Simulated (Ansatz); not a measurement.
Reaction (redistribution): `[AlH2][NH][SiH2][SiH3]` + `C[CH2][GeH3]` → `C[CH2][AlH2]` + `[SiH3][SiH2][NH][GeH3]`

Calculated with Ansatz (gas phase, PBE0-D4/def2-TZVP geometries, no zero-point term in ΔE). CCSD(T)/CBS is the MP2 limit (def2-TZVPP, def2-QZVPP) plus CCSD(T) − MP2 in def2-TZVPP, frozen cores. Functionals use def2-TZVPP. B3LYP here is the variant with VWN-RPA as its local correlation; programs differ in this. For Ge outer-core shells are correlated without core-valence functions, which leaves a few kJ/mol of doubt a bond. Scalar relativity is left out up to krypton. Each species was taken in one conformer, which may not be the lowest.

```csv
level,ΔE (kJ/mol),difference from CCSD(T)/CBS
PBE-D4,96.2,-3.9
r2SCAN-D4,100.2,0.1
PBE0-D4,95.5,-4.6
B3LYP-D4,97.3,-2.8
ωB97X-V,94.9,-5.2
ωB97M-V,96.4,-3.7
B2PLYP,98.5,-1.6
PBE,96.1,-4.0
r2SCAN,100.2,0.1
PBE0,95.4,-4.7
B3LYP,97.1,-3.0
HF/def2-TZVPP,92.4,-7.7
MP2/def2-TZVPP,100.9,0.8
SCS-MP2/def2-TZVPP,98.6,-1.5
CCSD/def2-TZVPP,98.6,-1.5
CCSD(T)/def2-TZVPP,99.3,-0.8
HF/def2-QZVPP,92.2,-7.9
MP2/def2-QZVPP,101.3,1.2
SCS-MP2/def2-QZVPP,98.9,-1.2
HF/CBS(def2),92.1,-8.0
MP2/CBS(def2),101.7,1.6
CCSD/CBS(def2),99.4,-0.7
CCSD(T)/CBS,100.1,0
```

Largest T1 diagnostic among the species: 0.013.

In def2-TZVPP, CCSD(T) changes the Hartree–Fock value by +7.0 kJ/mol (the triples alone add +0.7 kJ/mol) and MP2 by +8.5 kJ/mol.
